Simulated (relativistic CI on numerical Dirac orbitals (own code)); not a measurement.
## Mo6+: L2,3 absorption edge

Computed with this model: Dirac-Coulomb-Breit CI, KLI orbitals optimised for each configuration, QED by a radiative potential, valence Slater integrals scaled by 0.8, multiplet model of core-to-valence dipole absorption; configurations [Ar] 3d10 4s2 4p6 → [He] 2s2 2p5 3s2 3p6 3d10 4s2 4p6 4d; 80 K; Lorentzian 2.4 eV and Gaussian 0.5 eV FWHM. Energies are those of the free ion, without screening or charge transfer. The branching ratio is the share of the lower-energy edge in the whole absorption, uncertain by about 0.02 where the edges overlap. S is read from ⟨S²⟩ = S(S + 1).

Field parameters in Wybourne normalisation: Oh B⁴₀ = 21Dq, B⁴₄ = √(5/14) B⁴₀. The field is a parameter set, without covalency.

free ion: ground-state S = 0.00, centroid 2569.67 eV, branching ratio 0.678. Peaks (eV, height): 2536.0 (100), 2640.2 (48).

Oh, 10Dq = 8500 cm⁻¹: ground-state S = 0.00, centroid 2569.67 eV, branching ratio 0.678. Peaks (eV, height): 2536.2 (100), 2640.2 (45).

Oh, 10Dq = 19250 cm⁻¹: ground-state S = 0.00, centroid 2569.67 eV, branching ratio 0.678. Peaks (eV, height): 2537.0 (100), 2639.2 (43), 2641.5 (37).

Oh, 10Dq = 29950 cm⁻¹: ground-state S = 0.00, centroid 2569.67 eV, branching ratio 0.678. Peaks (eV, height): 2534.0 (78), 2537.8 (100), 2638.8 (48), 2642.2 (38).

Oh, 10Dq = 40650 cm⁻¹: ground-state S = 0.00, centroid 2569.67 eV, branching ratio 0.678. Peaks (eV, height): 2533.5 (90), 2538.5 (100), 2638.2 (52), 2643.2 (39).

The statistical ratio of this edge is 2/3 = 0.667. Values above it arise where the holes sit mainly in the j = l + 1/2 valence subshell or the ground state has high spin; values below it where core-valence Coulomb terms move weight to the upper edge, as in nearly empty shells. At deep edges of heavy elements the radial integrals of the two core levels differ, which raises the baseline.

Strongest unbroadened transitions for Oh, 10Dq = 40650 cm⁻¹:

```json
{"Energy (eV)": "2532.49", "Relative strength": "0.6"}
{"Energy (eV)": "2532.82", "Relative strength": "7.4"}
{"Energy (eV)": "2533.59", "Relative strength": "83.8"}
{"Energy (eV)": "2537.64", "Relative strength": "2.2"}
{"Energy (eV)": "2538.47", "Relative strength": "100.0"}
{"Energy (eV)": "2638.16", "Relative strength": "53.8"}
{"Energy (eV)": "2643.17", "Relative strength": "38.5"}
```
